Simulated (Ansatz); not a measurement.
Single points on the cluster TaPt5⁻.

```yaml
crystal:
  periodic: [false, false, false]
  atoms:
    - {symbol: Ta, position_ang: [-1.735530, 1.657797, 0.341327]}
    - {symbol: Pt, position_ang: [1.375804, 0.624942, -0.209406]}
    - {symbol: Pt, position_ang: [0.214994, 2.909255, 0.161949]}
    - {symbol: Pt, position_ang: [-0.457432, -2.891972, 0.455097]}
    - {symbol: Pt, position_ang: [1.494209, -1.879317, -0.777887]}
    - {symbol: Pt, position_ang: [-0.892046, -0.420696, 0.028921]}
basis:
  gaussian: {orbitals: def2-TZVPD, initial_orbitals: start.molden}
total_charge: -1
hamiltonian: {xc: {name: revPBE}, dispersion: d4}
scf: {omitted_lower_state_checks: [starts]}
output: {orbitals: {seedname: orbitals}}
```

The file start.molden holds the orbitals of an earlier run on this structure, at another level or in another basis.

```sh
$ ansatz run in.yaml --threads 4 --pin off --events-out ev --progress --plain --max-ram 4787MiB
```

It prints (some lines left out):

```
Functional definition: revPBE
2251 factors; their error is unknown
mean field evaluation 1: about -17808.1009 eV, gradient 1.3e1 eV
mean field evaluation 2: about -17808.4849 eV, gradient 1.0e0 eV
mean field evaluation 4: about -17808.5112 eV, gradient 4.2e-3 eV
mean field -17808.50502397 eV, -654.4504885927 hartree, gradient 3.8e-5 eV, S^2 0.000000; 0 other end points of the search recorded, 0 dependent functions left out
reference -17808.50509783 eV, -654.4504913069 hartree; 52, 52 occupied and 206, 206 virtual orbitals, 2251 factors
Total energy: -17809.49705993 eV, -654.4869452418 hartree
Checks for a lower state left out: starts
```

Run time 8.5 s (4 threads of Arm Neoverse V1 on a shared host), peak host memory 0.55 GiB.

Geometry: PBE0-D4/def2-SVPD.

In the def2 sets Pt, Ta take a core potential; there is no spin–orbit coupling. The restricted singlet is unstable towards broken spin symmetry at other levels; at revPBE-D4/def2-TZVPD this wasn't settled. No other spin state of charge -1 was run. The geometry of the singlet was relaxed on an unsound state (restricted singlet, unstable towards broken spin symmetry at other levels and untested here). Another isomer (singlet) lies 0.08 eV lower at PBE-D4/def2-TZVPD; other spin states weren't run for this one.
